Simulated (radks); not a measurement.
Spherical quantum dot in the effective-mass picture: electrons in a parabolic well V = omega^2 r^2 / 2 with omega = 0.54, all in effective atomic units (hartree* = m*/eps^2 hartree, bohr* = eps/m* bohr), one dielectric constant everywhere. Method: non-relativistic Kohn-Sham, LDA (Slater exchange, Perdew-Wang correlation), spin-polarised, spherical densities; computed with a radial shooting solver with Libxc functionals. Levels are named by radial order and angular momentum (1s, 1p, 1d, 2s, ...), and open shells are averaged over m.

N = 6, configuration 1s2 1p(up 3, down 1). This is the lowest configuration that the search found. Occupied and some empty levels:

| level | occupation | eigenvalue (hartree*) | <r> (bohr*) |
|---|---|---|---|
| 1s up | 1 | 2.9824 | 1.969 |
| 1s down | 1 | 3.0323 | 1.966 |
| 1p up | 3 | 3.3156 | 2.451 |
| 1p down | 1 | 3.3661 | 2.466 |
| 1d up | 0 | 3.6958 | 2.817 |
| 1d down | 0 | 3.7416 | 2.839 |
| 2s up | 0 | 3.7862 | 2.511 |
| 2s down | 0 | 3.8196 | 2.525 |
| 1f up | 0 | 4.1092 | 3.126 |
| 1f down | 0 | 4.1487 | 3.150 |

Energy (hartree*): total 12.8330, kinetic 2.4308, external 5.1363, Hartree 7.0363, exchange-correlation -1.7705.

Electron density:

| r (bohr*) | n(r) (e/bohr*^3) |
|---|---|
| 0.0969 | 0.05804 |
| 0.462 | 0.06130 |
| 0.828 | 0.06671 |
| 1.19 | 0.07028 |
| 1.56 | 0.06831 |
| 1.92 | 0.05936 |
| 2.29 | 0.04521 |
| 2.65 | 0.02973 |
| 3.02 | 0.01668 |
| 3.38 | 0.007954 |
| 3.75 | 0.003209 |
| 4.12 | 0.001093 |
| 4.48 | 0.0003159 |
| 4.85 | 0.00007754 |
